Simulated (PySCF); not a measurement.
# SMILES C[Se]C(F)=C=C=C=CF, C6H4F2Se

Geometry:
```csv
atom,x (Å),y (Å),z (Å)
C1,-2.341,0.469,0.484
Se2,-2.695,0.351,-1.415
C3,-0.924,-0.017,-1.961
F4,-0.857,-0.149,-3.282
C5,0.133,-0.135,-1.180
C6,1.110,-0.233,-0.360
C7,2.095,-0.332,0.456
C8,3.096,-0.493,1.294
F9,3.880,0.504,1.692
H10,-1.975,-0.495,0.861
H11,-3.298,0.719,0.961
H12,-1.607,1.260,0.682
H13,3.382,-1.451,1.744
```

Level of theory: PySCF 2.14.0, quadratic response CAM-B3LYP/aug-cc-pVDZ first hyperpolarisability, Taylor convention, gas phase. Geometry: PBE0-D3(BJ)/def2-SVP.

The calculation is non-relativistic, which matters for the atoms heavier than Zn.

**Question.** What is the first hyperpolarisability, and how does it disperse?

**Answer.** In au, Taylor convention; the vector part is βᵢ = ⅓ Σⱼ (βᵢⱼⱼ + βⱼᵢⱼ + βⱼⱼᵢ); β∥ is 3/5 of the vector part along the dipole, the dipole points from − to +:
| process | λ (nm) | β vector norm | β∥ | β HRS | depolarisation ratio |
| --- | --- | --- | --- | --- | --- |
| static β(0;0,0) | ∞ | 325.5 | 55.7 | 181.6 | 2.68 |
| second harmonic β(−2ω;ω,ω) | 1907 | 403.8 | 72.2 | 215.0 | 2.87 |
| Pockels β(−ω;ω,0) | 1907 | 349.4 | 60.8 | – | – |
| second harmonic β(−2ω;ω,ω) | 1064 | 671.9 | 126.2 | 328.4 | 3.33 |
| Pockels β(−ω;ω,0) | 1064 | 410.1 | 73.5 | – | – |

**Question.** Which lowest excitations, dipole and polarisabilities go with it?

**Answer.** S1 3.08 eV (f = 0.000); S2 3.86 eV (f = 0.000); S3 4.19 eV (f = 0.114); dipole 2.65 D; isotropic α 131.2 au static, 132.2 au at 1907 nm, 134.5 au at 1064 nm, 135.4 au at 953.5 nm, 146.7 au at 532 nm.
